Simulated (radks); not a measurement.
Results of a calculation; reference values are marked as such.
Ionisation of Ar, [Ar], to Ar+, [Ne] 3s2 3p5, under several functionals. Dirac Kohn-Sham, spin-unpolarised, spherical densities, finite nucleus; open shells are shared between the two j in proportion to 2j + 1; a radial shooting solver on a logarithmic mesh with Libxc functionals. Known Delta-SCF values: LDA (Slater exchange, Perdew-Zunger correlation) 16.158 eV. What does B86b exchange with PBE correlation give, and what is its highest occupied eigenvalue?

Answer. 16.083 eV by Delta-SCF; the 3p3/2 eigenvalue is -10.232 eV. NIST: 15.760 eV (measured).

Beside tabulated values, note that spin-unpolarised runs miss the spin-polarisation part of the exchange energy of open shells.
